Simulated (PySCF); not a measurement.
**MgPb⁺: frontier orbitals**

PBE0 at R = 3.023 Å; basis Mg def2-SVPD, Pb def2-SVPD with ECP60; scalar-relativistic core potentials; PySCF 2.14. State: ²Π (doublet), unpaired electrons π ↑. Only the outer orbitals are listed, counted within each symmetry, core potentials removing the inner ones.

| spin | orbital | occ. | ε (eV) | on Mg (%) | main shells (%) |
| --- | --- | --- | --- | --- | --- |
| α | 1δ | 1 | -28.90 | 0 | 100 Pb d |
| α | 3π | 1 | -28.85 | 0 | 100 Pb d |
| α | 1δ | 1 | -28.75 | 0 | 100 Pb d |
| α | 3π | 1 | -28.55 | 0 | 100 Pb d |
| α | 6σ | 1 | -28.55 | 0 | 100 Pb d |
| α | 7σ | 1 | -18.74 | 5 | 95 Pb s |
| α | 8σ | 1 | -11.17 | 63 | 60 Mg s, 33 Pb p |
| α | 4π | 1 | -9.59 | 7 | 92 Pb p |
| α | 4π | 0 | -7.85 | 10 | 89 Pb p, 8 Mg p |
| α | 9σ | 0 | -7.35 | 62 | 39 Mg s, 39 Pb p, 22 Mg p |
| α | 5π | 0 | -5.04 | 90 | 90 Mg p |
| β | 6σ | 1 | -28.85 | 0 | 100 Pb d |
| β | 3π | 1 | -28.81 | 0 | 100 Pb d |
| β | 1δ | 1 | -28.60 | 0 | 100 Pb d |
| β | 3π | 1 | -28.37 | 0 | 100 Pb d |
| β | 1δ | 1 | -28.36 | 0 | 100 Pb d |
| β | 7σ | 1 | -17.88 | 6 | 94 Pb s |
| β | 8σ | 1 | -10.99 | 77 | 76 Mg s, 21 Pb p |
| β | 4π | 0 | -7.50 | 14 | 86 Pb p, 12 Mg p |
| β | 9σ | 0 | -7.26 | 54 | 45 Pb p, 31 Mg p, 23 Mg s |
| β | 4π | 0 | -6.82 | 22 | 78 Pb p, 19 Mg p |

Task: Which are the highest filled and the lowest empty level, where do they sit, and how wide is the gap?

Result: Highest filled α 4π at -9.59 eV (in %: 92 Pb p); lowest empty α 4π at -7.85 eV (in %: 89 Pb p, 8 Mg p); the gap at PBE0 is 1.74 eV. Both belong to one degenerate shell, split only by its one-sided filling, so this is no excitation gap.

The bond order (Mayer) is 0.94 and the ⟨S²⟩ is 0.773. The charge on Mg (Mulliken, basis-dependent) is 0.40 and the charge on Mg (Löwdin, basis-dependent) is 0.52. The dipole moment (positive dipole points towards Pb; it is taken about the centre of mass and depends on that origin) is -7.29 D and the polarisability along the bond is 153.2 bohr³. The polarisability across the bond is 70.5 bohr³.

These are scalar-relativistic numbers at best; spin–orbit coupling would shift them, the dissociation energy most. The state was picked by a PBE0 search and need not be the measured ground state.
